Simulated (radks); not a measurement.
Values are calculated unless marked as measured or tabulated.
Task: All-electron atom: Os2+ in [Xe] 4f14 5d6 (the NIST ground configuration). Level of theory: Dirac Kohn-Sham, PBE, spin-unpolarised, spherical densities, point nucleus; open shells are shared between the two j in proportion to 2j + 1 (a radial shooting solver on a logarithmic mesh with Libxc functionals). Some entries of the table are withheld. Estimate them.

| orbital | occ. | eigenvalue (hartree) | <1/r> (bohr^-1) | r(max) (bohr) |
|---|---|---|---|---|
| 1s1/2 | 2 | -2711.636 | 90.52 | 0.01102 |
| 2s1/2 | 2 | -472.4204 | 22.11 | 0.06358 |
| 2p1/2 | 2 | -452.2607 | 22.06 | 0.04710 |
| 2p3/2 | 4 | -395.9814 | 18.31 | 0.05415 |
| 3s1/2 | 2 | -110.4126 | 8.115 | 0.1790 |
| 3p1/2 | 2 | -101.4108 | 8.027 | 0.1674 |
| 3p3/2 | 4 | -89.13758 | 7.055 | 0.1818 |
| 3d3/2 | 4 | -74.08988 | 6.951 | 0.1421 |
| 3d5/2 | 6 | -71.43193 | 6.724 | 0.1461 |
| 4s1/2 | 2 | (1) | 3.419 | 0.4052 |
| 4p1/2 | 2 | -20.02191 | 3.308 | 0.4044 |
| 4p3/2 | 4 | -17.13923 | 2.970 | 0.4344 |
| 4d3/2 | 4 | -10.95298 | 2.760 | (2) |
| 4d5/2 | 6 | -10.41912 | 2.680 | (3) |
| 5s1/2 | 2 | (4) | 1.348 | 0.9147 |
| 5p1/2 | 2 | -2.82438 | 1.219 | 0.9750 |
| 4f5/2 | 6 | -2.59163 | 2.257 | (5) |
| 4f7/2 | 8 | -2.48853 | 2.225 | (6) |
| 5p3/2 | 4 | -2.37533 | 1.099 | 1.057 |
| 5d3/2 | 2.4 | -0.86754 | 0.7821 | 1.325 |
| 5d5/2 | 3.6 | -0.82552 | 0.7547 | 1.365 |

Result: 
(1) 4s1/2 eigenvalue (hartree): -23.79714
(2) 4d3/2 r(max) (bohr): 0.4295
(3) 4d5/2 r(max) (bohr): 0.4389
(4) 5s1/2 eigenvalue (hartree): -3.98626
(5) 4f5/2 r(max) (bohr): 0.4033
(6) 4f7/2 r(max) (bohr): 0.4081
